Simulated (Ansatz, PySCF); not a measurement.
Potential energy curve for SH (anion, charge -1), singlet.

Computed with: UHF/LANL2DZ = unrestricted Hartree-Fock/LANL2DZ, with its core potentials past Ne (PySCF); RKS-PBE0 = restricted PBE0/aug-cc-pVQZ (Ansatz, a program for electronic structure); UMP2 = MP2 on UHF/aug-cc-pVQZ, frozen core in Ansatz.

Energies are in kcal/mol, each relative to the lowest point of its own curve near equilibrium.

```tsv
R / Å	UHF/LANL2DZ	RKS-PBE0	UMP2
1.01	73.3	64.0	63.1
1.08	41.5	34.6	33.9
1.16	18.9	14.4	13.8
1.22	8.8	5.9	5.5
1.26	4.5	2.5	[?]
1.28	3.0	1.4	1.2
1.35	0.1	0.0	0.0
1.40	0.0	0.8	1.0
1.42	0.3	1.4	1.7
1.47	1.7	3.7	4.1
1.56	6.3	9.5	10.3
1.66	13.1	17.5	18.8
1.79	23.5	28.9	30.8
2.03	38.2	[?]	—
2.25	45.4	66.3	—
2.46	49.3	79.4	—
2.75	52.1	[?]	—
3.00	53.3	102.3	—
3.34	54.1	111.0	—
3.66	[?]	[?]	—
4.03	[?]	120.5	—
4.74	54.8	124.3	—
5.33	54.8	125.5	—
```

Q: Fill in the missing entries.

A: 
- 1.26, UMP2: 2.2
- 2.03, RKS-PBE0: 49.7
- 2.75, RKS-PBE0: 93.4
- 3.66, UHF/LANL2DZ: 54.5
- 3.66, RKS-PBE0: 116.4
- 4.03, UHF/LANL2DZ: 54.7

Dashes: no converged value, or the column stops at the first point that the program doubted or that broke a chosen test of continuity, which isn't proof of a fault.

The unrestricted determinant behind UHF/LANL2DZ, UMP2 is spin-contaminated at 2.03 to 5.33 Å (<S²> up to 1.0, against 0.00 for a pure singlet). Where the anion isn't bound against loss of the electron, the finite basis alone holds it. The restricted form behind RKS-PBE0 keeps the bonding electrons paired and can't separate into open-shell fragments.
